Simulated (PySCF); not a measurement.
Exercise with solution: chemical shift, span and skew from a shielding tensor

ethynylcyclobutane (C6H8), SMILES C#CC1CCC1. Atoms are numbered in the order given.

```xyz
14

C      2.6857    -0.2221     0.0000
C      1.5239     0.1250     0.0000
C      0.1225     0.5106     0.0000
C     -0.8326    -0.0807     1.0835
C     -1.9325    -0.1903     0.0000
C     -0.8326    -0.0807    -1.0835
H      3.7155    -0.5243     0.0000
H      0.0460     1.6113     0.0000
H     -0.4795    -1.0682     1.4153
H     -1.0291     0.5431     1.9680
H     -2.5956     0.6888     0.0000
H     -2.5557    -1.0966     0.0000
H     -1.0291     0.5431    -1.9680
H     -0.4795    -1.0682    -1.4153
```
Charge 0, spin multiplicity 1.

Geometry: B3LYP-D3(BJ)/def2-SVP.

GIAO shieldings from PySCF with PBE/pcSseg-1, non-relativistic, no solvent. The symmetric part of the tensor of C2 has the principal values -13.2, -11.1, 295.0 ppm. The same nucleus in TMS has σ = 182.0 ppm at this level (PySCF, at its B3LYP-D3(BJ)/def2-TZVP geometry).

Q: Work out the isotropic shielding, the ¹³C shift against TMS, the span and the skew.

A: 
σ(iso) = (σ11 + σ22 + σ33)/3 = 90.2 ppm. δ = σ(ref) − σ(iso) = 182.0 − (90.2) = 91.8 ppm.
Span Ω = σ33 − σ11 = 308.2 ppm. Skew κ = 3(σ(iso) − σ22)/Ω = 0.99, an axial tensor. Tumbling in solution averages the tensor to δ; in a static solid the shielding alone would spread this spin-1/2 line over Ω.
